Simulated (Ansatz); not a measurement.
`C[O][InH][NH2]` + H₂ → `[NH2][InH2]` + CH₃OH  (hydrogenolysis of the In–O bond)

Program: Ansatz. Geometries: PBE0-D4/def2-TZVP. ΔE: electronic, gas phase. CCSD(T)/CBS adds triple-zeta CCSD(T) − MP2 to the extrapolated MP2 energy (def2 sets, frozen cores). This one scheme is used for every species. Functionals use def2-TZVPP. B3LYP here is the variant with VWN-RPA as its local correlation; programs differ in this. Elements past krypton have def2 core potentials. For In outer-core shells are correlated without core-valence functions, which leaves a few kJ/mol of doubt a bond. One conformer a species, not always the lowest.

`C[O][InH][NH2]`:

Z-matrix (Å, degrees):
```
C
O 1 1.398
H 1 1.101 2 112.9
H 1 1.096 2 109.0 3 118.8
H 1 1.100 2 113.0 3 -122.1
In 2 1.990 1 121.5 3 63.9
N 6 2.009 2 110.0 1 3.2
H 6 1.692 2 118.8 1 178.5
H 7 1.007 6 121.1 2 -163.0
H 7 1.008 6 119.1 2 -19.9
```

H₂:

Cartesian coordinates in Å:
```
H -0.091 -0.058 0.357
H 0.091 0.058 -0.357
```

`[NH2][InH2]`:

```xyz
6

N    -0.707   -0.089    0.779
In    0.636    0.079   -0.703
H    -1.602    0.370    0.788
H    -0.569   -0.638    1.610
H     2.086   -0.802   -0.469
H     0.155    1.081   -2.005
```

CH₃OH:

Z-matrix (Å, degrees):
```
C
O 1 1.409
H 1 1.097 2 112.4
H 1 1.090 2 107.0 3 -118.5
H 1 1.097 2 112.4 3 123.0
H 2 0.959 1 108.5 3 -61.6
```

```json
{"level": "PBE0-D4", "ΔE (kcal/mol)": "-0.5"}
{"level": "B3LYP-D4", "ΔE (kcal/mol)": "1.6"}
```

Q: What does CCSD(T)/CBS give? (Estimate.)

A: The calculation gave: +3.1 kcal/mol. The listed levels differ from it by -3.6, -1.5 kcal/mol.

Largest T1 diagnostic among the species: 0.016.

At CCSD(T), def2-SVP lies −3.1 kcal/mol from the extrapolated value and def2-TZVPP −1.7 kcal/mol. Leaving LDA and LC-ωPBE aside and taking each functional with its dispersion term where it has one, the values, not all of them listed here, spread over 4.2 kcal/mol, from B97M-V to BLYP-D4. LDA lies −1.1 kcal/mol from PBE without D4. From PBE to PBE0 (25 % exact exchange), in def2-TZVPP and without D4, ΔE moves by −2.0 kcal/mol.

CCSD(T)/CBS has its own doubt, a few kJ/mol and more with outer-core shells, so smaller differences from it don't rank the levels.
